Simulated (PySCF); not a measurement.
**V: excitation energy**

V [Ar] 3d3 4s2 (4F) → V [Ar] 3d3 4s1 4p1 (high-spin determinant), as a difference of total energies. All numbers are calculated (PySCF 2.14, no relativity, point nucleus, in aug-cc-pVDZ (7s6p4d2f, 59 functions)). Correlated levels: valence: [Ar] frozen. The calculations carry no spin-orbit coupling.

| method | excitation energy (eV) |
| --- | --- |
| UHF | 1.026 |
| LDA | 2.175 |
| PBE | 1.978 |
| r2SCAN | 1.588 |
| MN15 | 2.481 |
| HSE06 | 1.834 |
| TPSSh | 1.873 |
| BP86 | 2.060 |
| MP2 (valence) | 1.725 |
| SCS-MP2 (valence) | 1.968 |

Problem. How much does correlation contribute at MP2 (valence)?

Solution. 1.725 − (1.026) = 0.699 eV, measured against UHF.

A first-order spin-orbit estimate (lowest level to lowest level, LS coupling) adds -0.011 eV.

The determinant of the upper state mixes LS terms, which raises its energy above the lowest term, most at the Hartree-Fock and MP2 levels.
